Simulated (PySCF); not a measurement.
Numbering as in the mapped SMILES `[CH3:1][C:2]([CH3:3])([CH3:4])[C:5]([NH2:6])=[O:7]` (H(Xn): hydrogen on atom n). Ha(N6) is cis to the C=O or C=S heteroatom; Hb(N6) is trans to the C=O or C=S heteroatom.

GIAO shifts from PySCF 2.14.0 with density-fitted response routines on PBE0-D3(BJ)/def2-SVP geometries (one conformer, non-relativistic, equivalent nuclei averaged), against TMS at the same level and in the same medium; PCM means IEF-PCM chloroform.

Measured (solution, not stated per compound (mostly CDCl3 or CCl4); Pretsch, Buehlmann, Badertscher, Structure Determination of Organic Compounds, 4th ed. (2009)): C2 38.6, C1/C3/C4 27.6, H(C1)/H(C3)/H(C4) 1.22 ppm.

**Question.** Which unscaled values do CAM-B3LYP/pcSseg-1, gas; PBE0/pcSseg-1, PCM; WP04/pcSseg-1, PCM; wB97X-D/pcSseg-1, PCM give, and how close are they?

**Answer.** 
```
            atoms  measured  CAM-B3LYP/pcSseg-1, gas  PBE0/pcSseg-1, PCM  WP04/pcSseg-1, PCM  wB97X-D/pcSseg-1, PCM
               C2      38.6                     38.6                39.1                44.2                   39.2
         C1/C3/C4      27.6                     29.9                29.7                29.4                   29.7
H(C1)/H(C3)/H(C4)      1.22                     1.06                1.08                1.09                   1.09
```

Mean absolute error for $^{13}$C: CAM-B3LYP/pcSseg-1, gas 1.1, PBE0/pcSseg-1, PCM 1.3, WP04/pcSseg-1, PCM 3.7, wB97X-D/pcSseg-1, PCM 1.3 ppm.

Mean absolute error for $^{1}$H: CAM-B3LYP/pcSseg-1, gas 0.16, PBE0/pcSseg-1, PCM 0.14, WP04/pcSseg-1, PCM 0.13, wB97X-D/pcSseg-1, PCM 0.13 ppm.

Hydrogen bonding in solution deshields acid and N–H amide carbonyl carbons by as much as 10 ppm beyond these values.
